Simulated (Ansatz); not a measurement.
Results of the Gaussian-basis code of Ansatz.

A structure relaxed at PBE0-D4/def2-TZVP, charge 0, multiplicity 1:

```csv
atom,x (Å),y (Å),z (Å)
C1,0.341,-1.305,1.091
C2,0.849,-0.833,-0.253
Se3,-0.545,-0.099,-1.408
C4,-0.660,1.618,-0.580
N5,-1.476,2.543,-0.821
H6,1.161,-1.723,1.683
H7,-0.100,-0.484,1.661
H8,-0.424,-2.075,0.975
H9,1.284,-1.650,-0.831
H10,1.615,-0.062,-0.158
H11,0.113,1.769,0.179
H12,-2.158,2.300,-1.539
```

**Question.** Give its formula and SMILES.

**Answer.** C3H7NSe, `CC[Se]C=N`.

**Question.** Summarise the bond lengths by kind.

**Answer.** 1 × C–C 1.513 Å; 6 × C–H 1.091 to 1.094 Å; 2 × C–Se 1.910 to 1.954 Å; 1 × C–N 1.257 Å; 1 × H–N 1.020 Å.
